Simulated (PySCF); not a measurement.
**Shifts of the heteroatoms**

Geometry:
```tsv
atom	x (Å)	y (Å)	z (Å)
O1	3.039	-0.333	-0.340
B2	2.097	0.565	0.057
O3	2.459	1.837	0.332
C4	0.613	0.152	0.203
C5	-0.546	-0.215	0.306
C6	-1.885	-0.647	0.450
F7	-2.192	-1.392	1.515
C8	-2.862	-0.356	-0.424
F9	-2.673	0.359	-1.496
F10	-4.093	-0.760	-0.299
H11	2.677	-1.207	-0.514
H12	3.405	1.971	0.200
```

Non-relativistic Hamiltonian, no solvent model, one computed conformer, fast rotation and ring inversion assumed for equivalent nuclei. Geometry: PBE0-D3(BJ)/def2-SVP; GIAO PBE0/pcSseg-1 shieldings; B3LYP/pcJ-1 coupling constants (spin–dipole term only in couplings to heteroatoms); PySCF.

Task: What are the ¹⁹F shifts?

Result: 
```
atoms       environment  σ (ppm)  δ (ppm)
  F10  vinylic fluorine    259.6    -83.8
   F9  vinylic fluorine    285.6   -108.3
   F7  vinylic fluorine    371.4   -189.0
```

Shieldings were converted by a linear fit to measured shifts: ¹⁹F: δ = 160.63 − 0.942σ +14.9 on sp3 carbon (rms 6.9 ppm, 221 shifts, 7.7 ppm with the 5 outliers that the fit left out vs CFCl3, solution or neat liquid). Occasional misses reach two or three times the rms, and more in compound classes unlike the fitted ones. Couplings are scaled by factors fitted to measured values: ¹J(C,F) × 0.77 (rms 7.3 Hz), ²J(C,F) × 1.09 (rms 1.9 Hz, 5.0 with 1 outliers), ³J(C,F) × 1.48 (rms 1.3 Hz); all others are unscaled and can be 10–30 % off.

Couplings (the largest are listed; each averaged over equivalent pairs): ¹J(C8,F10) = -291.7 Hz, ¹J(C8,F9) = -285.1 Hz, ¹J(C6,F7) = -228.3 Hz, ²J(F9,F10) = -67.7 Hz, ²J(C6,F9) = 58.3 Hz, ²J(F7,C8) = 54.8 Hz, ²J(C6,F10) = 35.6 Hz, ²J(C5,F7) = 31.1 Hz, ³J(F7,F9) = -143.7 Hz, ³J(F7,F10) = 62.5 Hz, ³J(C5,F9) = -18.8 Hz, ³J(C4,F7) = 7.4 Hz.

On a 600 MHz spectrometer ¹⁹F resonates near 564.6 MHz, so 1 ppm is 564.6 Hz.

Task: What are the ¹⁷O shifts?

Result: 
```
atoms            environment  σ (ppm)  δ (ppm)
O1/O3  oxygen bonded to B, H    201.7     84.1
```

Shieldings were converted by a linear fit to measured shifts: ¹⁷O (scatter 13.4 ppm rms, 14.2 ppm with the 1 outlier that the fit left out vs liquid water, solution or neat liquid). Occasional misses reach two or three times the rms, and more in compound classes unlike the fitted ones. Couplings are scaled by factors fitted to measured values: ¹J(C,F) × 0.77 (rms 7.3 Hz), ²J(C,F) × 1.09 (rms 1.9 Hz, 5.0 with 1 outliers), ³J(C,F) × 1.48 (rms 1.3 Hz); all others are unscaled and can be 10–30 % off.

Couplings (the largest are listed; each averaged over equivalent pairs; quadrupolar broadening usually hides them): ¹J(O1,B2) = -12.7 Hz.

On a 400 MHz spectrometer ¹⁷O resonates near 54.2 MHz, so 1 ppm is 54.2 Hz.
